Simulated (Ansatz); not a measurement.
C3H6SSi can be A, `CC1[SiH2]C1=S`, or B, `CC#CS[SiH3]`.

Gas-phase electronic energies from Ansatz, PBE0-D4/def2-TZVP geometries. CCSD(T)/CBS adds triple-zeta CCSD(T) − MP2 to the extrapolated MP2 energy (def2 sets, frozen cores). DFT in def2-TZVPP. B3LYP here is the variant with VWN-RPA as its local correlation; programs differ in this.

**Question.** Which isomer does CCSD(T)/CBS put lower? Give the gap. (Estimate.)

**Answer.** The calculation gave: B, by 19.4 kcal/mol.

**Question.** Give E(B) − E(A) in kcal/mol with B2PLYP, PBE0-D4, B3LYP, ωB97M-V, CCSD/def2-TZVPP, CCSD(T)/def2-TZVPP, B3LYP-D4. (Best estimate.)

**Answer.** Ansatz gave: B2PLYP -20.9, PBE0-D4 -15.9, B3LYP -20.8, ωB97M-V -18.9, CCSD/def2-TZVPP -21.3, CCSD(T)/def2-TZVPP -19.2, B3LYP-D4 -19.5. None reverses the order clearly.

Largest T1 diagnostic: 0.016.

The D4 term adds +1.3 kcal/mol with B3LYP and +0.7 kcal/mol with PBE0; it sums over pairs of atoms, weighted by their polarisabilities, and B3LYP, whose exchange is more repulsive, gets the larger term. In def2-TZVPP, CCSD(T) changes the Hartree–Fock value by +11.7 kcal/mol (the triples alone add +2.0 kcal/mol) and MP2 by +10.7 kcal/mol.
